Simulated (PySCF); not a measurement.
C₂H₆Al, SMILES [Al+]([CH3])[CH3], charge +1. Geometry: TPSSh-D3(BJ)/def2-TZVP. The multiplicity is an assumed one; other spin states were not compared. The isomer is the one that the SMILES or the coordinates give; other isomers of the formula were not compared.

Q: Give the equilibrium geometry at TPSSh-D3(BJ)/def2-TZVP (PySCF confirms it by a frequency run) as a Z-matrix, and its point group. (Estimate from the structure and the level; the computed values follow.)

A: point group D3d.
```
Al
C 1 1.9140
H 2 1.0945 1 110.30
H 2 1.0945 3 108.63 1 -121.01
H 2 1.0945 3 108.63 4 -117.99
C 1 1.9140 4 155.89 2 -180.00
H 6 1.0945 1 110.30 4 -60.00
H 6 1.0945 7 108.63 1 121.01
H 6 1.0945 7 108.63 8 117.99
```
Charge +1, spin multiplicity 1.
